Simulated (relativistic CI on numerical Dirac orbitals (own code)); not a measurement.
## V²⁺ in a cubic cluster: L2,3 absorption with charge transfer

Computed with a charge-transfer multiplet model of a cubic metal-ligand cluster with up to one ligand hole, Slater and spin-orbit integrals from Dirac-Coulomb-Breit ions, Slater integrals scaled by 0.8. The ground state mixes d3 with configurations of k ligand holes L, whose averages lie at kΔ + k(k − 1)U_dd/2; a core hole lowers each added d electron by U_cd. 20 K, Lorentzian 0.4 eV and Gaussian 0.3 eV FWHM.

Atomic integrals in eV (Slater integrals scaled, ζ unscaled), ground: F2dd 7.134, F4dd 4.434, zeta_d 0.019; with the core hole: F2dd 7.850, F4dd 4.885, zeta_d 0.030, zeta_core 4.613, F2cd 4.315, G1cd 3.109, G3cd 1.763.

Cluster parameters (eV): Δ = 7.3, U_dd = 4.4, 10Dq = 0.45, 10Dq(ligand) = 0.6, V(eg) = 1.6, V(t2g) = -0.87, final-state hopping factor = 0.9.

```json
{"Case": "U_cd = 4 eV", "n_d": "3.14", "d3": "0.86", "d4L": "0.14", "S": "1.50"}
{"Case": "U_cd = 5.2 eV", "n_d": "3.14", "d3": "0.86", "d4L": "0.14", "S": "1.50"}
{"Case": "U_cd = 6.4 eV", "n_d": "3.14", "d3": "0.86", "d4L": "0.14", "S": "1.50"}
```

Weights, n_d and S are thermal averages at 20 K. Photon energies count from the first peak over 30 % of the highest in each spectrum, which can be another peak from case to case. The parameters are a model scan and need not match a compound or its usual spin state. Peaks in eV (height, largest 100):
- U_cd = 4 eV: 0.0 (100), 2.6 (21), 5.2 (42), 6.2 (47), 7.6 (58)
- U_cd = 5.2 eV: 0.0 (100), 2.7 (21), 5.3 (43), 6.2 (47), 7.5 (56)
- U_cd = 6.4 eV: 0.0 (100), 2.7 (22), 5.2 (40), 6.3 (48), 7.8 (56)

For the case U_cd = 5.2 eV, Δ = 7.3 eV is larger than U_dd = 4.4 eV, the Mott-Hubbard side of the Zaanen-Sawatzky-Allen scheme. With the core hole the configuration with one ligand hole lies at Δ + U_dd − U_cd = 7.7, 6.5, 5.3 eV from the one without, in the order of the table; where this is negative the screened configuration lies lower.

With at most 1 ligand hole the space is cut while the next configuration still counts, so covalency is underestimated, and a final configuration with one more ligand hole, which can lie low, is missing from the spectra.
